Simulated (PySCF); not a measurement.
A PySCF script (with the pyscf-properties extension) for the NMR shieldings of `InChI=1S/C3H11NOSi2/c4-3-7-2-1-6-5-7/h7H,1-4,6H2/t7-/m1/s1`, on a GFN2-xTB geometry:

```python
import basis_set_exchange as bse
import numpy as np
from pyscf import gto, dft
from pyscf.prop import nmr

atoms = """
N    -2.959724    0.560046   -0.059783
C    -1.988766   -0.500502   -0.335724
Si   -0.416177   -0.396988    0.745555
C     1.138639   -1.282733    0.085266
C     1.972884   -0.248527   -0.689772
Si    1.604525    1.472327    0.048249
O     0.125509    1.154406    0.681328
H    -3.250653    0.512655    0.911571
H    -2.507509    1.460705   -0.185118
H    -2.499722   -1.453626   -0.188620
H    -1.745511   -0.435637   -1.399779
H    -0.702703   -0.633607    2.162594
H     0.933512   -2.156194   -0.532783
H     1.715747   -1.638814    0.939490
H     1.665299   -0.256807   -1.737706
H     3.028740   -0.518751   -0.680217
H     2.477377    1.839917    1.159336
H     1.399775    2.528446   -0.935542
"""
names = dict.fromkeys(["N", "C", "Si", "O", "H"], "pcSseg-1")
basis = {el: gto.basis.parse(bse.get_basis(n, elements=[el], fmt="nwchem")) for el, n in names.items()}
mol = gto.M(atom=atoms, basis=basis, charge=0, verbose=0)
mf = dft.RKS(mol, xc="PBE0")
mf.grids.level = 2
mf.grids.alignment = dft.numint.BLKSIZE   # the property module wants whole blocks of grid points
mf.conv_tol = 1e-9
mf.kernel()

calc = nmr.RKS(mf)   # GIAO
C = mf.mo_coeff
Co = C[:, mf.mo_occ > 0]
resp = mf.gen_response(singlet=True, hermi=2)
def vind(x):   # induced exchange potential for any number of trial vectors
    d = np.einsum("pi,xij,qj->xpq", C, 2 * x.reshape(-1, C.shape[1], Co.shape[1]), Co, optimize=True)
    return np.einsum("xpq,pi,qj->xij", resp(d - d.transpose(0, 2, 1)), C, Co, optimize=True).ravel()
mo1, _ = nmr.rhf.solve_mo1(calc, with_cphf=vind)
sigma = calc.kernel(mo1)
for i, s in enumerate(sigma):   # ppm
    print("%2d %-2s %9.2f" % (i, mol.atom_pure_symbol(i), np.trace(s) / 3))
```

Task: What are the results?

Result: 
```
 0 N     251.19
 1 C     151.91
 2 Si    338.21
 3 C     179.08
 4 C     178.07
 5 Si    352.71
 6 O     297.69
 7 H      31.79
 8 H      30.84
 9 H      29.45
10 H      29.32
11 H      26.82
12 H      30.81
13 H      30.86
14 H      30.67
15 H      30.59
16 H      26.68
17 H      26.55
```

These numbers come from an equivalent density-fitted implementation of the same equations, which agrees with the script to about 0.01 ppm for H and up to a few tenths of a ppm for heavy atoms, so last digits may differ.

Task: Turn these shieldings into chemical shifts. Chemical shifts δ = σref − σ; 15N (267.73 ppm) vs NH3; TMS for 13C (186.93 ppm) and 29Si (349.16 ppm) and 1H (31.72 ppm); 17O (336.08 ppm) vs H2O, all at this level.

Result: Averaging equivalent atoms: N 0: 16.5; C 1: 35.0; C 4: 8.9; C 3: 7.8; Si 2: 10.9; Si 5: -3.6; O 6: 38.4; H 17: 5.17; H 16: 5.03; H 11: 4.89; H 10: 2.40; H 9: 2.27; H 15: 1.13; H 14: 1.04; H 12: 0.90; H 13: 0.85; H 7/8: 0.40 ppm. Experimental scales use liquid or dissolved standards, which lie at an offset from isolated NH3 (liquid NH3: subtract about 20 ppm) and H2O (liquid H2O: subtract about 36 ppm).

Size and cost of the density-fitted run: 188 basis functions, 66 s wall time on 1 thread of an Arm Neoverse N1, shared host; peak memory 0.84 GiB.
